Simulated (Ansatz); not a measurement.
Geometry optimisation, Ansatz 0.2.0, RKS B3LYP-D4/def2-SVP.

Input file:

```yaml
crystal:
  periodic: [false, false, false]
  atoms:
    - { symbol: Ge, position_ang: [-0.677821, 0.067263, 0.579172] }
    - { symbol: "N", position_ang: [1.173018, -0.053423, 0.277731] }
    - { symbol: S, position_ang: [-1.420288, 0.057447, -1.548854] }
    - { symbol: H, position_ang: [-0.075691, -0.069823, -1.704716] }
    - { symbol: H, position_ang: [-0.970877, 1.384307, 1.318431] }
    - { symbol: H, position_ang: [-1.139468, -1.168376, 1.371895] }
    - { symbol: H, position_ang: [1.501578, -0.945003, -0.088145] }
    - { symbol: H, position_ang: [1.609549, 0.727708, -0.205316] }
basis:
  gaussian: { orbitals: def2-SVP }
hamiltonian:
  xc: b3lyp
  dispersion: d4
relax:
  f_tol: 0.03
  max_steps: 50
```

Launched with:

```bash
$ ansatz run input.yaml --threads 2 --pin off --max-ram 3072MiB --backend cpu --events-out ev --progress --plain --runs-dir out
```

Q: Where does it end, and by what steps?

A: The run converged. The force dipped under the threshold on the way, but the program's further checks kept it going. After 12 steps the energy has fallen by 0.308 eV; H4 moved furthest, 1.19 Å.

| step | energy less start (eV) | largest force component (eV/Å) | accepted |
| --- | --- | --- | --- |
| 0 | 0.0000 | 0.885 | yes |
| 1 | -0.1519 | 0.553 | yes |
| 2 | -0.2101 | 0.362 | yes |
| 3 | -0.2293 | 0.228 | yes |
| 4 | -0.2524 | 0.343 | yes |
| 5 | -0.2751 | 0.146 | yes |
| 6 | -0.2941 | 0.116 | yes |
| 7 | -0.2966 | 0.353 | yes |
| 8 | -0.3070 | 0.038 | yes |
| 9 | -0.3080 | 0.026 | yes |
| 10 | -0.3080 | 0.053 | no |
| 11 | -0.3080 | 0.113 | yes |
| 12 | -0.3084 | 0.002 | yes |

```xyz
8
Properties=species:S:1:pos:R:3
Ge -0.506 0.103 0.462
N 1.327 0.002 0.584
S -1.346 0.519 -1.600
H -1.009 -0.692 -2.101
H -0.970 1.309 1.294
H -1.048 -1.242 0.981
H 1.735 -0.822 0.143
H 1.818 0.824 0.236
```

Whether the end is a true minimum wasn't checked by a vibrational analysis.

Time of the run: 29 s on 2 threads of Arm Neoverse V1, on a shared host, peak memory 0.19 GiB.
